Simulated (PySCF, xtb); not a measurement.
B(F)(OAc)(OH) (C2H4BFO3), SMILES CC(=O)OB(O)F. Atoms are numbered in the order given.

```xyz
11

B      0.1216     0.3907     1.1414
F     -0.9943    -0.1479     1.6274
O      0.6595    -0.0632    -0.0475
C     -0.0986    -0.3309    -1.1525
C      0.6651    -1.1541    -2.1522
O     -1.2171     0.0834    -1.2808
H      0.0542    -1.3148    -3.0478
H      0.9401    -2.1202    -1.7008
H      1.6034    -0.6420    -2.4146
O      0.8016     1.3314     1.8242
H      0.3924     1.5526     2.6706
```
Charge 0, spin multiplicity 1.

Coordinates come from a B3LYP-D3(BJ)/def2-SVP optimisation. Other conformers were not sampled.

Calculation: IEF-PCM-B3LYP/def2-SVP (PySCF 2.14.0).

The values are the electrostatic part of the solvation free energy, E(continuum) − E(gas) at the gas-phase geometry, in a cavity of scaled van der Waals radii (PySCF's table); cavitation and dispersion terms are not included. In vacuum the orbital gap is 7.53 eV. The dipole moment in vacuum is 1.88 D.

```json
[
 {"solvent": "water", "ε": "78.36", "ΔG(elec) (kcal/mol)": "-7.8", "dipole (D)": "2.34", "gap (eV)": "7.67"},
 {"solvent": "acetonitrile", "ε": "35.69", "ΔG(elec) (kcal/mol)": "-7.6", "dipole (D)": "2.33", "gap (eV)": "7.66"},
 {"solvent": "1-octanol", "ε": "9.86", "ΔG(elec) (kcal/mol)": "-6.7", "dipole (D)": "2.27", "gap (eV)": "7.65"}
]
```

For comparison, GFN2-xTB/ALPB(water) (xtb, at the GFN2-xTB geometry, all terms of that model) gives -9.6 kcal/mol.
